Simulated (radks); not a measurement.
Kinetic energies: the exact non-interacting value of the Kohn-Sham orbitals and orbital-free approximations, in hartree. Species: As4+ [Ar] 3d10 4s1; Nb13+ [Ar] 3d10; Mo+ [Kr] 4d5; Be [He] 2s2. Method: non-relativistic Kohn-Sham, LDA (Slater exchange, Perdew-Wang correlation), spin-polarised, spherical densities, point nucleus; computed with a radial shooting solver on a logarithmic mesh with Libxc functionals. Every spin shell is full or empty, so the densities are truly spherical. Functionals are evaluated on that one density, not self-consistently.

functional         As4+    Nb13+      Mo+       Be
exact           2226.67  3692.39  3970.15  14.3088
Thomas-Fermi     2090.6   3483.7   3748.7   12.841
von Weizsacker   1064.7   1668.8   1746.5   13.365
TF + vW          3155.4   5152.5   5495.3   26.206
TF + vW/9        2208.9   3669.1   3942.8   14.326
TF + vW/5        2303.6   3817.5   4098.0   15.514
LC94             2225.8   3696.4   3972.8   14.321
APBEK            2227.6   3698.7   3975.4   14.322
revAPBEK         2232.7   3706.4   3983.1   14.440
Perdew 92        2209.2   3669.5   3943.2   14.329
Thakkar          2215.0   3675.8   3949.8   14.356
Pearson          2200.2   3655.5   3931.4   13.708
LKT              2729.1   4480.3   4784.1   22.061
PG1              2624.3   4316.9   4611.5   20.999
DePristo-Kress   2223.5   3691.7   3967.3   14.111
Ernzerhof        2217.2   3682.7   3955.1   14.625
